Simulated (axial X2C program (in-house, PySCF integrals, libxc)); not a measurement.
**F or H: which binds elements of chip processing more strongly?**

All values come from calculations with an axial X2C code built on PySCF integrals, spin-free (one-electron X2C) or two-component (2c: spin–orbit coupling with atomic mean-field Coulomb and Gaunt terms, which also bring small scalar terms), in Dyall basis sets with cores contracted in-house; open shells are unrestricted.

Level PBE0, 2c. Dyall triple-zeta sets: BF v3z/av3z; BH v3z/v3z; PF v3z/av3z; PH v3z/v3z; AsF cv3z/av3z; AsH cv3z/v3z; SbF cv3z/av3z; SbH cv3z/v3z.

Diatomic bonds are a first guide to the radicals met in plasma etching, cleaning and deposition, though surfaces and higher halides or oxides behave in their own way.

| element M | state of MF | Re MF (Å) | D0 MF (eV) | state of MH | Re MH (Å) | D0 MH (eV) |
| --- | --- | --- | --- | --- | --- | --- |
| B | Ω = 0 | 1.262 | 7.67 | Ω = 0 | 1.241 | 3.35 |
| P | Ω = 1 | 1.606 | 4.59 | Ω = 1 | 1.431 | 3.03 |
| As | Ω = 1 | 1.742 | 4.14 | Ω = 1 | 1.529 | 2.72 |
| Sb | Ω = 1 | 1.923 | 4.03 | Ω = 1 | 1.717 | 2.40 |

(1) Work out the energy at 0 K of MF + H → MH + F for each element.

(2) For which element is the exchange to H most and for which least favourable, and what is the energy of AsF + BH → AsH + BF?

Each entry is the lowest single determinant of a limited PBE0 search at one distance. D0 = De minus the zero-point energy; De goes to single-determinant-based atoms at the same level (for ions the charge split of lowest energy) and is withheld (n/a) where an atom does not fit its ground term or J level. Main or longest-lived isotopes. One determinant is a doubtful description, or other states lie close, for PF, PH, AsF, AsH, SbF, SbH; these need not be ground states, and all values refer to the states named. Some open-shell Ω = 0 determinants are out of reach, so the Ω given for PF, PH, AsF, AsH, SbF, SbH need not be the lowest component. With several unpaired electrons the Ω given is that of one determinant, not necessarily of the lowest component. Some light 2c atoms are not at their ground J level, so De misses part of their lowering (0.04 eV or less). The functionals have no current term, which raises determinants with orbital currents. These D0 were not checked against measured values; triple-zeta sets, frozen cores and single determinants leave errors of some tenths of an eV, more for transition metals.

Answers

(1) ΔE = D0(MF) − D0(MH) at PBE0, 2c: B 4.32, P 1.56, As 1.42, Sb 1.63 eV (negative: the exchange gives off energy).

(2) As most (1.42 eV; too close to rank against P), B least (4.32 eV). The atoms cancel in the double exchange: ΔE = 1.42 − (4.32) = -2.90 eV, a figure less sensitive to errors in the atoms than D0 itself.
